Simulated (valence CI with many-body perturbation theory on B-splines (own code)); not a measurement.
Energy levels of Cd41+

Computed by configuration interaction combined with many-body perturbation theory (CI+MBPT): five valence electrons over a frozen Dirac-Fock core [He], a basis of 9 s, 9 p, 8 d, 6 f, 3 g, 1 h functions for each j, with the one-electron correlation potential Σ1, the two-electron term Σ2, the three-electron term Σ3, Breit, model QED; selected CI, second order for the rest (own B-spline code, finite nucleus).

The last digits are not significant, and no measured levels were compared; by estimate large intervals hold to a few tenths of a per cent, small ones and those within an open d or f shell to about a per cent. Among the levels kept, up to 1500 cm⁻¹ of a level comes from second order outside the variational space, and about a tenth of that is noise between levels of different J, which matters for small intervals.

Levels 1 to 45 of 83, with energies above the lowest level, (2s^2 2p1/2^2 2p3/2) J=3/2. "Leading %" is the weight of the configuration and term that name the level; weights of strongly mixed levels are sums over their largest components and can fall short. In the jj column 3d3/2^4 stands for four electrons in 3d with j = 3/2.

```
No.  Configuration  Term    J  E (eV)  Leading %     Second component                     Leading jj
  1        2s2 2p3   2P°  3/2     0.0         45     30 % 2s2 2p3 4S°      2s^2 2p1/2^2 2p3/2 (99 %)
  2        2s2 2p3   4S°  3/2   185.9         53     46 % 2s2 2p3 2D°      2s^2 2p1/2 2p3/2^2 (99 %)
  3        2s2 2p3   2D°  5/2   204.0        100                          2s^2 2p1/2 2p3/2^2 (100 %)
  4        2s2 2p3   2P°  1/2   229.9        100                          2s^2 2p1/2 2p3/2^2 (100 %)
  5         2s 2p4    4P  5/2   371.3         78       22 % 2s 2p4 2D      2s 2p1/2^2 2p3/2^2 (98 %)
  6        2s2 2p3   2P°  3/2   416.8         54     29 % 2s2 2p3 2D°            2s^2 2p3/2^3 (99 %)
  7         2s 2p4    2S  1/2   429.1         56       38 % 2s 2p4 4P      2s 2p1/2^2 2p3/2^2 (96 %)
  8         2s 2p4    2P  3/2   430.6         38       36 % 2s 2p4 2D      2s 2p1/2^2 2p3/2^2 (95 %)
  9         2s 2p4    4P  3/2   576.7         73       20 % 2s 2p4 2D        2s 2p1/2 2p3/2^3 (97 %)
 10         2s 2p4    2D  5/2   605.1         78       22 % 2s 2p4 4P        2s 2p1/2 2p3/2^3 (98 %)
 11         2s 2p4    2P  1/2   634.7         58       36 % 2s 2p4 4P        2s 2p1/2 2p3/2^3 (93 %)
 12         2s 2p4    2P  3/2   646.5         54       44 % 2s 2p4 2D        2s 2p1/2 2p3/2^3 (98 %)
 13         2s 2p4    2S  1/2   838.6         38       37 % 2s 2p4 2P              2s 2p3/2^4 (96 %)
 14            2p5   2P°  3/2   852.0         99                              2p1/2^2 2p3/2^3 (99 %)
 15            2p5   2P°  1/2  1055.8        100                               2p1/2 2p3/2^4 (100 %)
 16     2s2 2p2 3s    4P  1/2  3552.0         50   27 % 2s2 2p2 3s 2S         2s^2 2p1/2^2 3s (99 %)
 17     2s2 2p2 3p   2P°  1/2  3608.1         42  41 % 2s2 2p2 3p 4D°      2s^2 2p1/2^2 3p1/2 (99 %)
 18     2s2 2p2 3p   2P°  3/2  3674.3         29  24 % 2s2 2p2 3p 4D°      2s^2 2p1/2^2 3p3/2 (98 %)
 19     2s2 2p2 3d    2D  3/2  3730.6         37   35 % 2s2 2p2 3d 4F      2s^2 2p1/2^2 3d3/2 (98 %)
 20     2s2 2p2 3s    4P  3/2  3742.1         88   10 % 2s2 2p2 3s 2P     2s^2 2p1/2 2p3/2 3s (98 %)
 21     2s2 2p2 3s    2P  1/2  3748.3         68   32 % 2s2 2p2 3s 4P     2s^2 2p1/2 2p3/2 3s (99 %)
 22     2s2 2p2 3s    2D  5/2  3751.8         20   18 % 2s2 2p2 3d 2D      2s^2 2p1/2^2 3d5/2 (65 %)
 23     2s2 2p2 3s    2D  5/2  3759.7         39   26 % 2s2 2p2 3s 4P     2s^2 2p1/2 2p3/2 3s (65 %)
 24     2s2 2p2 3s    2D  3/2  3761.2         61   37 % 2s2 2p2 3s 2P     2s^2 2p1/2 2p3/2 3s (99 %)
 25     2s2 2p2 3p   4P°  1/2  3797.8         45  29 % 2s2 2p2 3p 4D°  2s^2 2p1/2 2p3/2 3p1/2 (99 %)
 26     2s2 2p2 3p   4D°  3/2  3802.9         55  23 % 2s2 2p2 3p 2D°  2s^2 2p1/2 2p3/2 3p1/2 (99 %)
 27     2s2 2p2 3p   2F°  5/2  3813.7         43  32 % 2s2 2p2 3p 2D°  2s^2 2p1/2 2p3/2 3p1/2 (98 %)
 28     2s2 2p2 3p   2P°  3/2  3834.1         39  26 % 2s2 2p2 3p 2D°  2s^2 2p1/2 2p3/2 3p1/2 (97 %)
 29     2s2 2p2 3p   4D°  5/2  3856.5         50  33 % 2s2 2p2 3p 4P°  2s^2 2p1/2 2p3/2 3p3/2 (94 %)
 30     2s2 2p2 3p   4P°  1/2  3861.3         36  32 % 2s2 2p2 3p 2P°  2s^2 2p1/2 2p3/2 3p3/2 (98 %)
 31     2s2 2p2 3p   2D°  3/2  3866.6         51  28 % 2s2 2p2 3p 4P°  2s^2 2p1/2 2p3/2 3p3/2 (98 %)
 32     2s2 2p2 3p   2F°  7/2  3872.8         59  40 % 2s2 2p2 3p 4D°  2s^2 2p1/2 2p3/2 3p3/2 (99 %)
 33     2s2 2p2 3p   2P°  3/2  3877.9         39  23 % 2s2 2p2 3p 4S°  2s^2 2p1/2 2p3/2 3p3/2 (92 %)
 34     2s2 2p2 3p   2D°  5/2  3886.9         52  19 % 2s2 2p2 3p 2F°  2s^2 2p1/2 2p3/2 3p3/2 (89 %)
 35     2s2 2p2 3p   2P°  1/2  3899.2         83   8 % 2s2 2p2 3p 4D°  2s^2 2p1/2 2p3/2 3p3/2 (96 %)
 36      2s 2p3 3s   6S°  5/2  3903.7         38   37 % 2s 2p3 3s 4P°     2s 2p1/2^2 2p3/2 3s (80 %)
 37      2s 2p3 3s   4S°  3/2  3920.7         35   29 % 2s 2p3 3s 2P°     2s 2p1/2^2 2p3/2 3s (90 %)
 38     2s2 2p2 3d    4F  3/2  3921.6         42   31 % 2s2 2p2 3d 2P  2s^2 2p1/2 2p3/2 3d3/2 (97 %)
 39     2s2 2p2 3d    4F  5/2  3923.5         55   37 % 2s2 2p2 3d 2F  2s^2 2p1/2 2p3/2 3d3/2 (96 %)
 40     2s2 2p2 3d    4D  1/2  3924.7         80   14 % 2s2 2p2 3d 2P  2s^2 2p1/2 2p3/2 3d3/2 (99 %)
 41     2s2 2p2 3d    4F  7/2  3934.2         60   30 % 2s2 2p2 3d 2G  2s^2 2p1/2 2p3/2 3d3/2 (59 %)
 42     2s2 2p2 3d    4D  7/2  3937.1         46   37 % 2s2 2p2 3d 2F  2s^2 2p1/2 2p3/2 3d5/2 (66 %)
 43     2s2 2p2 3d    4P  5/2  3940.4         34   33 % 2s2 2p2 3d 2F  2s^2 2p1/2 2p3/2 3d3/2 (58 %)
 44     2s2 2p2 3d    4D  3/2  3944.1         39   35 % 2s2 2p2 3d 2D  2s^2 2p1/2 2p3/2 3d5/2 (54 %)
 45     2s2 2p2 3d    4P  3/2  3950.9         42   28 % 2s2 2p2 3d 2P  2s^2 2p1/2 2p3/2 3d3/2 (48 %)
```

The ionisation energy to 2s2 2p2 3P_0 of the next ion comes out as 6462.6 eV (NIST: 6460 ± 40 eV (semi-empirical)). All 83 levels together are meant to be complete up to 4109.1 eV.
